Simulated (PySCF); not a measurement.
# Computed structure and properties of [PbCl5]−

System: [PbCl5]− (singlet); start: template (C4v). Method: PySCF 2.14.0, RKS BP86, Pb def2-SVP with ECP60, Cl def2-SVP; non-relativistic Hamiltonian with scalar-relativistic core potentials where named; density fitting; no spin-orbit coupling.

Input of the relaxation:

```python
mol = gto.M(atom='''
Pb    -0.00000    -0.00000    -0.01968
Cl     0.00000     0.00000     2.34252
Cl     2.30040    -0.00000    -0.55638
Cl     0.00000     2.30040    -0.55638
Cl    -2.30040     0.00000    -0.55638
Cl    -0.00000    -2.30040    -0.55638''',
    basis={'Pb': 'def2-SVP', 'Cl': 'def2-SVP'},
    ecp={'Pb': 'def2-SVP'},
    charge=-1, spin=0)
mf = dft.RKS(mol, xc='B88,P86')
mf.grids.atom_grid = (50, 194)
mf = mf.density_fit()  # fitting sets: Pb def2-universal-JKFIT, Cl def2-universal-JKFIT
mf.conv_tol = 1e-08; mf.max_cycle = 55
mf.kernel(dm0)  # dm0: converged density of the start geometry
# quasi-Newton relaxation in Cartesian coordinates to a largest gradient under 0.00045 Eh/bohr, steps kept in the point group
```

Run from Python with OMP_NUM_THREADS=2; the lines above give its settings. Where DIIS fails, smearing, a level shift and second-order steps follow.
It took 25 s on 2 threads of Arm Neoverse V1 (shared host), from the converged density of the start.

Course of the relaxation:

```json
{"step": "0", "energy above end (eV)": "1.0346", "largest force component within the symmetry (eV/Å)": "2.643"}
{"step": "1", "energy above end (eV)": "0.2086", "largest force component within the symmetry (eV/Å)": "1.009"}
{"step": "2", "energy above end (eV)": "0.0270", "largest force component within the symmetry (eV/Å)": "0.337"}
{"step": "3", "energy above end (eV)": "0.0011", "largest force component within the symmetry (eV/Å)": "0.069"}
{"step": "4", "energy above end (eV)": "0.0000", "largest force component within the symmetry (eV/Å)": "0.019"}
{"step": "5", "energy above end (eV)": "0.0000", "largest force component within the symmetry (eV/Å)": "0.010"}
```

Relaxed geometry (C4v):

```xyz
6

Pb    0.0000    0.0000   -0.0270
Cl    0.0000    0.0000    2.4868
Cl    2.4925    0.0000   -0.5906
Cl    0.0000    2.4925   -0.5906
Cl   -2.4925    0.0000   -0.5906
Cl    0.0000   -2.4925   -0.5906
```

```json
{"contact": "Pb1–Cl2 (Cl)", "Å": "2.514"}
{"contact": "Pb1–Cl3 (Cl)", "Å": "2.555"}
{"contact": "Pb1–Cl4 (Cl)", "Å": "2.555"}
{"contact": "Pb1–Cl5 (Cl)", "Å": "2.555"}
{"contact": "Pb1–Cl6 (Cl)", "Å": "2.555"}
```

On the finer grid (75, 302):

The HOMO is -2.68 eV. The LUMO is -1.25 eV. The dipole about the centre of mass is 0.19 D and the set of Mulliken populations of Pb1 outside the core potential is s 3.46, p 7.54, d 10.32. The D3(BJ) dispersion energy (not in the energies) is -0.622 eV.

| atom | Mulliken (e) | Löwdin (e) | spin (e) |
| --- | --- | --- | --- |
| Pb1 | 0.68 | -0.08 | 0.00 |
| Cl2 | -0.32 | -0.17 | 0.00 |
| Cl3 | -0.34 | -0.19 | 0.00 |
| Cl4 | -0.34 | -0.19 | 0.00 |
| Cl5 | -0.34 | -0.19 | 0.00 |
| Cl6 | -0.34 | -0.19 | 0.00 |

On the grid (50, 194), as all that follows. Harmonic modes: 1 unstable but soft, so probably a saddle point, though modes this soft are near the noise (counted below −25 cm⁻¹); lowest -39 cm⁻¹ (negative: unstable), highest 292 cm⁻¹, zero-point energy 0.124 eV.

Taking off one Cl (charge -1, singlet; the rest: singlet) in vacuum, both parts rigid, costs 4.65 eV; the small basis without counterpoise inflates it.

Rigid scan of Cl along the line from its metal, all other atoms held (where the atom bridges, its other bond changes as well):

distance to Cl2 (Å), energy (eV) and a bar:
```
     2.21      0.644 ##############
     2.31      0.244 #####
     2.41      0.053 #
     2.51      0.000 
     2.61      0.041 #
     2.71      0.140 ###
     2.91      0.428 #########
     3.21      0.903 ###################
     3.61      1.430 ##############################
```

One start shape was tried, so this needn't be the lowest isomer.
